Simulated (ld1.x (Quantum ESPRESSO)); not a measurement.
**Building the ultrasoft potential for P (Z = 15) (PBE, non-relativistic).**

```
Element                 : phosphorus (P)
Generator               : ld1.x (Quantum ESPRESSO) 7.5
Type                    : ultrasoft
Functional              : PBE
Relativity              : non-relativistic
Frozen core             : [He]
Valence charge          : 13
Reference configuration : 2s2 2p6 3s2 3p2 (charge +1)
Partial waves           : 2s (bound): rcut 0.70, rcutus 0.80 bohr; 3s (bound): rcut 0.70, rcutus 0.80 bohr; 2p (bound): rcut 0.75, rcutus 0.85 bohr; 3p (bound): rcut 0.75, rcutus 0.85 bohr; 3d channel at -0.05 Ry: rcut 0.50, rcutus 0.70 bohr; 3d channel at 2.7 Ry: rcut 0.50, rcutus 0.70 bohr
Local potential         : all-electron potential smoothed inside 0.55 bohr (lloc = -1)
Core correction         : a·sin(br)/r model core inside 0.50 bohr
Augmentation charge     : PSQ, radius 0.40 bohr
```

(1) Estimate the cutoffs (Ry, on a coarse ladder) from which the occupation-weighted sum of valence levels, in a spherical-Bessel basis at the reference potential, stays within 10 and 1 mRy of its value at 400 Ry.

(2) What does a ghost test show?

(3) Is the overlap operator S = 1 + Σ q|β⟩⟨β| positive definite (Bessel basis up to 400 Ry)?

(4) Which valence shell sets the plane-wave cutoff?

(5) Tests: 2s2 2p6 3s2 3p3; 2s2 2p6 3s2 3p1; 2s2 2p6 3s2 3p0; 2s2 2p6 3s0 3p5; 2s2 2p6 3s2 3p2.5; 2s2 2p6 3s1 3p3; 2s2 2p6 3s1 3p0. Which has the largest error in its energy relative to the reference configuration, and how large is it?

Results:

(1) 180 Ry and 300 Ry.

(2) No extra level below or beside the all-electron valence levels (s, p, d, f tested).

(3) Yes: its lowest eigenvalue is 0.10 (p channel).

(4) 3p: its level needs 230 Ry to come within 1 mRy, against 160 Ry for 2p.

(5) 2s2 2p6 3s1 3p0, with +17 meV (all-electron minus pseudo) on +100.79 eV.
